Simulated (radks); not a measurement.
The zinc ion Zn+, configuration [Ar] 3d10 4s1 (the NIST ground configuration). All-electron calculation, scalar-relativistic Kohn-Sham, LDA (Slater exchange, Perdew-Wang correlation), spin-polarised, spherical densities, finite nucleus; open shells are filled with parallel spins first; Fermi nuclear charge, rms radius 3.9283 fm. Program: a radial shooting solver on a logarithmic mesh with Libxc functionals.

Radial electron density D(r) = 4 pi r^2 rho(r):

```
   r/bohr * D(r) (the largest magnitude, 42, reaches the edge; | marks zero)
 0.006425 |        *
 0.008434 |             *
  0.01098 |                   *
  0.01441 |                           *
  0.01877 |                                   *
  0.02464 |                                           *
  0.03208 |                                               *
  0.04211 |                                              *
  0.05527 |                                         *
  0.07197 |                                     *
  0.09447 |                                        *
    0.123 |                                                 *
   0.1615 |                                                      *
   0.2119 |                                              *
    0.276 |                               *
   0.3622 |                        *
   0.4717 |                             *
   0.6191 |                               *
   0.8126 |                      *
    1.058 |            *
    1.389 |     *
    1.808 |  *
    2.374 |*
    3.091 *
    4.057 *
    5.325 *
    6.934 *
```

D(r) has 3 maxima, at r = 0.0353, 0.159, 0.571 bohr, and minima at 0.0749, 0.359 bohr, inside which lie 2.09, 10.91 electrons.
